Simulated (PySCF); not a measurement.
A side-by-side comparison of computed properties.

First species: C5H11ClSi2.
Cartesian coordinates in Å at the GFN2-xTB level; atoms count from 1:
```xyz
19
C5H11ClSi2 angstrom
Cl     3.803   -0.563    1.919
C      2.703   -0.716    0.523
Si     1.275    0.534    0.759
C      0.058    0.376   -0.710
C     -0.938    1.477   -0.596
C     -2.185    1.186   -0.233
Si    -2.411   -0.657   -0.008
C     -0.673   -0.978   -0.726
H      2.379   -1.753    0.501
H      3.305   -0.525   -0.363
H      0.594    0.225    2.017
H      1.869    1.874    0.792
H      0.633    0.511   -1.635
H     -0.589    2.484   -0.783
H     -2.932    1.953   -0.105
H     -2.546   -1.084    1.390
H     -3.481   -1.258   -0.813
H     -0.119   -1.743   -0.184
H     -0.755   -1.333   -1.754
```

Second species: C7H12OSSi.
SMILES with atom numbers: `[CH2:1]=[CH:2][CH2:3][C@@H:4]1[CH2:5][S:6][Si@H:7]([OH:8])[C:9]1=[CH2:10]` (hydrogens: H11, H12 on C1; H13 on C2; H14, H15 on C3; H16 on C4; H17, H18 on C5; H19 on Si7; H20 on O8; H21, H22 on C10)

Levels: PBE0/pcSseg-1 for HOMO energy, LUMO energy and HOMO–LUMO gap. Geometries: GFN2-xTB. Each species is one conformer at its optimised geometry, gas phase, non-relativistic unless stated. Electronic properties by PySCF.

Values for the first species:

- HOMO energy: -7.18 eV
- LUMO energy: -0.34 eV
- HOMO–LUMO gap: 6.84 eV

Task: Estimate the same properties for the second species, and the change in each.

Result: 
```
     property     first    second  second less first
  HOMO energy  -7.18 eV  -6.87 eV           +0.31 eV
  LUMO energy  -0.34 eV  -0.74 eV           -0.40 eV
HOMO–LUMO gap   6.84 eV   6.13 eV           -0.71 eV
```

